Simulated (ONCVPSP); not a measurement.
## Before and after: ONCV potential for N (Z = 7)

- Element: N
- Generator: ONCVPSP 4.0.1
- Type: optimised norm-conserving Vanderbilt (ONCV)
- Functional: LDA (Perdew-Zunger)
- Relativity: scalar-relativistic
- Frozen core: [He]
- Valence charge: 5
- Reference configuration: 2s2 2p3
- Partial waves: 2s: rc 0.85 bohr, ncon 4, nbas 7, qcut 9.3 1/bohr, 1 projector; 2p: rc 1.45 bohr, ncon 5, nbas 9, qcut 8.4 1/bohr, 2 projectors, debl 1.6 Ha
- Local potential: polynomial inside 0.75 bohr (lpopt 5, dvloc0 2 Ha)
- Core correction: Teter function, fcfact 4.75, rcfact 1.7

All-electron outer shells of the reference configuration (LDA (Perdew-Zunger), scalar-relativistic, ld1.x):

| shell | level (eV) | outermost node (bohr) | outermost maximum (bohr) |
| --- | --- | --- | --- |
| 1s | -381.53 | – | 0.15 |
| 2s | -18.42 | 0.32 | 1.02 |
| 2p | -7.24 | – | 0.97 |

Change: all radii but the core radius scaled by about 1.06 (s 0.90, p 1.54 bohr); local potential polynomial inside 0.80 bohr (lpopt 5, dvloc0 2 Ha).

Cutoffs: the cutoffs (Ha) at which the residual kinetic energy of the hardest occupied pseudo-wave falls to 1 and 0.1 mHa per electron; they do not see the model core or the augmentation charge, which bear on the density cutoff. Errors are all-electron minus pseudo energies relative to the spin-unpolarised reference configuration.

Task: What does the change do?

Result: The potential gets neither clearly harder nor softer (31 Ha and 39 Ha → 32 Ha and 40 Ha); of the 4 tests that both files solve, the error grows in 3 and shrinks in 0 by more than 15 % and 0.3 meV (median size 40.9 → 52.2 meV); neither file shows a bound ghost. More of the atom is replaced by a form fitted at one configuration, so other configurations suffer.

```csv
quantity,base,changed
"cutoff, loose",31 Ha,32 Ha
"cutoff, tight",39 Ha,40 Ha
loose cutoff by channel,"s 31 Ha, p 28 Ha","s 32 Ha, p 26 Ha"
bound ghosts,none,none
GHOST(+) flags under 300 eV,none,none
"error for 2s2 2p2, meV [ΔE 13.73 eV]",+8.3,+11
"error for 2s2 2p1, meV [ΔE 42.70 eV]",+73,+94
"error for 2s2 2p0, meV [ΔE 89.87 eV]",+294,+373
"error for 2s1 2p4, meV [ΔE 11.20 eV]",+8.6,+9.0
"rms error of d²Exc/dni dnj with the model core, mHa",1.04,1.05
```
